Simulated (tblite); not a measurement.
chlorotrifluoromethane (CClF$_{3}$), singlet, at a GFN2-xTB geometry; GFN1-xTB run with tblite.

Here is a job for tblite.
```
$ tblite run mol.xyz --method gfn1 --charge 0 --spin 0 --guess eeq --json tblite.json --no-restart

# file mol.xyz
5

F     -0.86134566    -0.63254016    -1.02874238
C     -0.35035604    -0.00774362     0.01889747
F     -0.84407447     1.21875581     0.05006863
F     -0.74576507    -0.64039210     1.11088556
Cl     1.42134135     0.03141469    -0.07666418
```

It wrote (shortened):

```
xTB calculator
 | screened Coulomb repulsion
 | Coulomb electrostatics
 |  * isotropic Klopman-Ohno-Mataga-Nishimoto electrostatics
 |  * onsite third-order electrostatics
 | DFT-D3(BJ) dispersion correction

halogen bonding energy    0.0000000000000E+00 Eh
repulsion energy          3.6851416046921E-02 Eh
dispersion energy        -1.0412264166047E-03 Eh
number of electrons       3.2000000000000E+01 e
integral cutoff           1.8692496428791E+01 bohr

------------------------------------------------------------
  cycle        total energy    energy error   density error
------------------------------------------------------------
      1     -21.67111035705  -2.1706921E+01   4.2130090E-01
      2     -21.79079371185  -1.1968335E-01   2.3737339E-01
      3     -21.79722322550  -6.4295136E-03   1.2978787E-01
      4     -21.79781698300  -5.9375750E-04   1.1143788E-02
      5     -21.79795611735  -1.3913435E-04   5.5424987E-03
      6     -21.79800211723  -4.5999878E-05   2.2183631E-04
      7     -21.79800218117  -6.3941481E-08   2.3246815E-05
      8     -21.79800218165  -4.7236881E-10   2.9041812E-07
------------------------------------------------------------

electronic energy        -2.1833812371276E+01 Eh
total energy             -2.1798002181646E+01 Eh

Post processing:
 | Mayer-Wiberg bond orders

[Info] JSON dump of results written to 'tblite.json'
```
